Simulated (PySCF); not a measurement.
3-silyloxypropanenitrile (C₃H₇NOSi), SMILES N#CCCO[SiH3].

Geometry optimised at B3LYP-D3(BJ)/def2-SVP. One conformer was computed; it need not be the lowest.

Two levels are set side by side: PBE/def2-TZVP (PySCF) and ωB97X/def2-TZVP (PySCF). Same geometry, gas phase. Differences are taken from unrounded values.

| quantity | PBE |
|---|---|
| orbital gap (eV) | 6.11 |
| highest occupied level (eV) | -7.13 |
| lowest empty level (eV) | -1.03 |
| dipole moment (D) | 3.47 |
| mean polarisability (bohr³) | 71.4 |

Problem. These are the PBE values. What does ωB97X give? (Estimate from the structure and the level; the computed values follow.)

Solution. 
| quantity | ωB97X | PBE minus ωB97X |
|---|---|---|
| orbital gap (eV) | 13.00 | -6.89 |
| highest occupied level (eV) | -11.12 | 3.98 |
| lowest empty level (eV) | 1.88 | -2.90 |
| dipole moment (D) | 3.55 | -0.07 |
| mean polarisability (bohr³) | 67.8 | 3.6 |

PBE's occupied levels lie high since its potential decays too fast outside the molecule; exact exchange lowers them and widens the gap. PBE's more diffuse valence density responds more strongly to a field. Differences between two approximate levels are no errors against the true value.

Rough cost on one machine, each run with all the roots and properties that it gave: ωB97X against PBE within a factor of 2.
